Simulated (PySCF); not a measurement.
C2H9NSi3, SMILES C1[Si@H]([SiH3])[SiH2]C=N1.

Geometry: B3LYP-D3(BJ)/def2-SVP. The structure was generated by enumeration; whether it is a known compound was not checked. One conformer was computed; it need not be the lowest.

Two levels are set side by side: PBE/def2-TZVP (PySCF) and PBE0/def2-TZVP (PySCF). Same geometry, gas phase. Differences are taken from unrounded values.

| quantity | PBE0 | PBE | PBE minus PBE0 |
|---|---|---|---|
| orbital gap (eV) | 5.64 | 3.39 | -2.26 |
| highest occupied level (eV) | -6.68 | -5.48 | 1.20 |
| lowest empty level (eV) | -1.04 | -2.09 | -1.06 |
| dipole moment (D) | 0.80 | 0.56 | -0.25 |
| mean polarisability (bohr³) | 117.3 | 122.2 | 4.9 |

Without exact exchange PBE keeps part of each electron's self-repulsion, which lifts occupied levels and narrows the gap. Loosely held outer electrons make PBE densities more polarisable. Differences between two approximate levels are no errors against the true value.

Rough cost on one machine, each run with all the roots and properties that it gave: PBE0 against PBE within a factor of 2.
